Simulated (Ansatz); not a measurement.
System: CNO, net charge 0, doublet state. It need not be the lowest isomer of its formula. 
Coordinates optimised at B3LYP-D3(BJ)/def2-TZVP (Ansatz, a quantum-chemistry and plane-wave program):
SMILES: [N]=C=O
```xyz
3

N      0.0000     0.0000    -1.2622
C      0.0000     0.0000    -0.0406
O      0.0000     0.0000     1.1348
```
Charge 0, spin multiplicity 2.

Basis-set convergence of Hartree-Fock and MP2 correlation energies (hartree) with Ansatz. Cores are frozen in the correlated levels unless marked. Open shells are spin-unrestricted. Spin-orbit coupling is left out. Non-relativistic.

```csv
basis,functions,E(HF),"E(corr, MP2)"
aug-cc-pVDZ,69,-167.15417,-0.43508
aug-cc-pVTZ,138,___,___
```

Question: Fill in the missing entries.

Answer: 
- aug-cc-pVTZ, E(HF): -167.19266
- aug-cc-pVTZ, E(corr, MP2): -0.52931
